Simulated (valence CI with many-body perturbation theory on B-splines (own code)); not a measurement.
Results of a calculation; reference values are marked as such.
# Sm⁵⁷⁺ in three bases

Method: relativistic CI+MBPT: three valence electrons over a frozen Dirac-Fock core [He], a basis of 9 s, 9 p, 8 d, 6 f, 3 g, 1 h functions for each j, with the one-electron correlation potential Σ1 (screened to all orders), the two-electron term Σ2, the three-electron term Σ3, Breit, model QED; selected single and double excitations, second order for the rest, scaled by the run's own slope (own B-spline code, finite nucleus).

No measured spectrum was set against this ion. As an estimate, large intervals hold to a few tenths of a per cent, small ones and those within an open d or f shell to about a per cent.

The reference run has the lowest level (2s^2 2p1/2) J=1/2 and an ionisation energy of 12582.2 eV. Its largest variational space holds 9156 state functions.

Levels are named by their leading jj configuration (3d3/2^4 stands for four electrons in 3d with j = 3/2), which in mixed levels can hold well under half, so a name can repeat and another be missing. Letters in brackets count levels of one name in rising energy.

Changed runs:
A. basis 6 s, 6 p, 5 d, 3 f, 1 g
B. basis 5 s, 5 p, 4 d, 2 f

Excitation energies of the reference run in cm⁻¹, and shifts in cm⁻¹:

| Level | Reference | A | B |
| --- | --- | --- | --- |
| (2s 2p1/2^2) J=1/2 | 1632300 | -78 | -164 |
| (2s^2 2p3/2) J=3/2 | 5319530 | +17 | -42 |
| (2s 2p1/2 2p3/2) J=3/2 [a] | 6458940 | -154 | -550 |
| (2s 2p1/2 2p3/2) J=5/2 | 6749150 | +70 | -25 |
| (2s 2p1/2 2p3/2) J=1/2 | 7214890 | +45 | +83 |
| (2s 2p1/2 2p3/2) J=3/2 [b] | 7226160 | +122 | +292 |
| (2p1/2^2 2p3/2) J=3/2 | 8944840 | -38 | -29 |
| (2s 2p3/2^2) J=5/2 | 11923600 | -21 | -277 |
| (2s 2p3/2^2) J=1/2 | 12627400 | +21 | +135 |
| (2s 2p3/2^2) J=3/2 | 12634700 | +107 | +226 |
| (2p1/2 2p3/2^2) J=3/2 | 13953600 | -84 | -341 |
| (2p1/2 2p3/2^2) J=5/2 | 14126600 | +113 | +170 |
| Ionisation energy (eV) | 12582.2 | -0.0055 | -0.059 |
